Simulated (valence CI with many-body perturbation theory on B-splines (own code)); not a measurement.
E1 transitions of P

Calculated by valence CI with perturbative core correlation (CI+MBPT): five valence electrons over a frozen Dirac-Fock core [Ne], radial functions for each j: 10 s, 10 p, 9 d, 7 f, 4 g, 2 h, with the one-electron correlation potential Σ1 (screened to all orders), the two-electron term Σ2, the three-electron term Σ3, Breit, model QED; selected single and double excitations, second order for the rest, scaled by the run's own slope (own B-spline code, finite nucleus).

Against 25 measured levels this calculation errs by 60 cm⁻¹ on average and by 174 at most. These come from a selection out of the NIST Handbook of Basic Atomic Spectroscopic Data. Levels without a partner in it may be off by more. Among the levels kept, up to 1300 cm⁻¹ of a level comes from second order outside the variational space, and about a tenth of that is noise between levels of different J, which matters for small intervals.

Lines 201 to 250 of 292 in falling wavelength, among levels below 74869 cm⁻¹, chosen from the strongest by gf and those to the six lowest levels. Wavelengths and rates use the calculated energies, so an error of 60 cm⁻¹ moves a line at 1861 Å by 0.11 % and its rate by three times that or more. Electric multipoles are in the length gauge, E1 and E2 with the static RPA response of the core. Weak lines are less certain than strong ones. Lines between different terms over intervals too small for the method are left out, as are lines whose strength nearly cancels. Where a level lies close to another of its J and parity, the split of strength between their lines is uncertain. The highest levels of a list are the least certain.

Names give the largest LS component (configuration and term), which can be under half, so a name can repeat, a term be missing and a line seem to break the LS rules; names also repeat where a configuration has a term twice. Letters in brackets count levels of one name in rising energy.

| λ vac (Å) | λ from measured levels | Upper | Lower | A (s⁻¹) | S (a.u.) |
| --- | --- | --- | --- | --- | --- |
| 1914 |  | 3s2 3p2 3d 2D_5/2 [a] | 3s2 3p3 2P°_3/2 | 1.06e+07 | 2.21e-01 |
| 1911 |  | 3s2 3p2 3d 2D_3/2 [a] | 3s2 3p3 2P°_3/2 | 3.93e+06 | 5.42e-02 |
| 1911 |  | 3s2 3p2 3d 2D_3/2 [a] | 3s2 3p3 2P°_1/2 | 8.52e+06 | 1.17e-01 |
| 1873 |  | 3s2 3p2 5s 4P_1/2 | 3s2 3p3 2P°_3/2 | 1.81e+05 | 1.18e-03 |
| 1872 |  | 3s2 3p2 5s 4P_1/2 | 3s2 3p3 2P°_1/2 | 2.48e+05 | 1.61e-03 |
| 1872 |  | 3s2 3p2 3d 4P_5/2 | 3s2 3p3 2P°_3/2 | 3.92e+06 | 7.61e-02 |
| 1868 |  | 3s2 3p2 5s 4P_3/2 | 3s2 3p3 2P°_3/2 | 7.10e+05 | 9.14e-03 |
| 1867 |  | 3s2 3p2 5s 4P_3/2 | 3s2 3p3 2P°_1/2 | 5.01e+04 | 6.44e-04 |
| 1864 |  | 3s2 3p2 3d 4P_3/2 | 3s2 3p3 2P°_3/2 | 1.61e+05 | 2.06e-03 |
| 1864 |  | 3s2 3p2 3d 4P_3/2 | 3s2 3p3 2P°_1/2 | 3.70e+06 | 4.73e-02 |
| 1863 |  | 3s2 3p2 3d 4P_1/2 | 3s2 3p3 2P°_3/2 | 6.23e+03 | 3.98e-05 |
| 1862 |  | 3s2 3p2 3d 4P_1/2 | 3s2 3p3 2P°_1/2 | 9.64e+04 | 6.15e-04 |
| 1861 | 1859 | 3s2 3p2 4s 2D_5/2 | 3s2 3p3 2D°_3/2 | 1.77e+07 | 3.38e-01 |
| 1860 | 1859 | 3s2 3p2 4s 2D_5/2 | 3s2 3p3 2D°_5/2 | 2.25e+08 | 4.28e+00 |
| 1860 | 1859 | 3s2 3p2 4s 2D_3/2 | 3s2 3p3 2D°_3/2 | 2.17e+08 | 2.76e+00 |
| 1859 | 1859 | 3s2 3p2 4s 2D_3/2 | 3s2 3p3 2D°_5/2 | 1.97e+07 | 2.50e-01 |
| 1858 |  | 3s2 3p2 3d 2D_3/2 [b] | 3s2 3p3 2P°_3/2 | 2.90e+07 | 3.67e-01 |
| 1857 |  | 3s2 3p2 5s 4P_5/2 | 3s2 3p3 2P°_3/2 | 2.66e+06 | 5.05e-02 |
| 1857 |  | 3s2 3p2 3d 2D_3/2 [b] | 3s2 3p3 2P°_1/2 | 1.37e+08 | 1.73e+00 |
| 1854 |  | 3s2 3p2 3d 2D_5/2 [b] | 3s2 3p3 2P°_3/2 | 1.67e+08 | 3.14e+00 |
| 1853 |  | 3s2 3p2 5s 2P_1/2 | 3s2 3p3 2P°_3/2 | 7.59e+06 | 4.77e-02 |
| 1853 |  | 3s2 3p2 5s 2P_1/2 | 3s2 3p3 2P°_1/2 | 1.67e+07 | 1.05e-01 |
| 1842 |  | 3s2 3p2 5s 2P_3/2 | 3s2 3p3 2P°_3/2 | 2.10e+07 | 2.59e-01 |
| 1841 |  | 3s2 3p2 5s 2P_3/2 | 3s2 3p3 2P°_1/2 | 4.32e+06 | 5.32e-02 |
| 1788 | 1788 | 3s2 3p2 4s 4P_1/2 | 3s2 3p3 4S°_3/2 | 2.02e+08 | 1.14e+00 |
| 1783 | 1783 | 3s2 3p2 4s 4P_3/2 | 3s2 3p3 4S°_3/2 | 2.02e+08 | 2.27e+00 |
| 1776 | 1775 | 3s2 3p2 4s 4P_5/2 | 3s2 3p3 4S°_3/2 | 2.04e+08 | 3.39e+00 |
| 1771 |  | 3s2 3p2 3d 2P_3/2 | 3s2 3p3 2D°_3/2 | 1.13e+06 | 1.24e-02 |
| 1771 |  | 3s2 3p2 3d 2P_3/2 | 3s2 3p3 2D°_5/2 | 6.08e+05 | 6.67e-03 |
| 1765 |  | 3s2 3p2 3d 2P_1/2 | 3s2 3p3 2D°_3/2 | 6.34e+05 | 3.44e-03 |
| 1762 |  | 3s2 3p2 3d 4F_3/2 | 3s2 3p3 2D°_3/2 | 1.43e+05 | 1.54e-03 |
| 1762 |  | 3s2 3p2 3d 4F_3/2 | 3s2 3p3 2D°_5/2 | 3.49e+04 | 3.77e-04 |
| 1760 |  | 3s2 3p2 3d 4F_5/2 | 3s2 3p3 2D°_3/2 | 1.87e+05 | 3.02e-03 |
| 1759 |  | 3s2 3p2 3d 4F_5/2 | 3s2 3p3 2D°_5/2 | 1.66e+05 | 2.67e-03 |
| 1756 |  | 3s2 3p2 3d 4F_7/2 | 3s2 3p3 2D°_5/2 | 4.09e+05 | 8.75e-03 |
| 1728 | 1728 | 3s2 3p2 4s 2P_1/2 | 3s2 3p3 4S°_3/2 | 2.24e+05 | 1.14e-03 |
| 1719 | 1719 | 3s2 3p2 4s 2P_3/2 | 3s2 3p3 4S°_3/2 | 4.32e+05 | 4.34e-03 |
| 1713 |  | 3s2 3p2 3d 4D_1/2 | 3s2 3p3 2D°_3/2 | 2.36e+01 | 1.17e-07 |
| 1712 |  | 3s2 3p2 3d 4D_3/2 | 3s2 3p3 2D°_3/2 | 1.55e+05 | 1.54e-03 |
| 1711 |  | 3s2 3p2 3d 4D_5/2 | 3s2 3p3 2D°_3/2 | 1.69e+06 | 2.50e-02 |
| 1711 |  | 3s2 3p2 3d 4D_3/2 | 3s2 3p3 2D°_5/2 | 1.80e+04 | 1.78e-04 |
| 1710 |  | 3s2 3p2 3d 4D_5/2 | 3s2 3p3 2D°_5/2 | 3.80e+04 | 5.63e-04 |
| 1709 |  | 3s2 3p2 3d 4D_7/2 | 3s2 3p3 2D°_5/2 | 2.32e+06 | 4.57e-02 |
| 1697 |  | 3s2 3p2 3d 2F_5/2 | 3s2 3p3 2D°_3/2 | 1.64e+08 | 2.37e+00 |
| 1697 |  | 3s2 3p2 3d 2F_5/2 | 3s2 3p3 2D°_5/2 | 1.13e+07 | 1.63e-01 |
| 1688 |  | 3s2 3p2 3d 2F_7/2 | 3s2 3p3 2D°_5/2 | 1.80e+08 | 3.41e+00 |
| 1682 | 1680 | 3s 3p4 4P_5/2 | 3s2 3p3 4S°_3/2 | 5.73e+06 | 8.08e-02 |
| 1676 | 1675 | 3s 3p4 4P_3/2 | 3s2 3p3 4S°_3/2 | 6.01e+06 | 5.58e-02 |
| 1675 |  | 3s2 3p2 3d 2D_5/2 [a] | 3s2 3p3 2D°_3/2 | 6.48e+06 | 9.02e-02 |
| 1675 |  | 3s2 3p2 3d 2D_5/2 [a] | 3s2 3p3 2D°_5/2 | 5.58e+07 | 7.75e-01 |
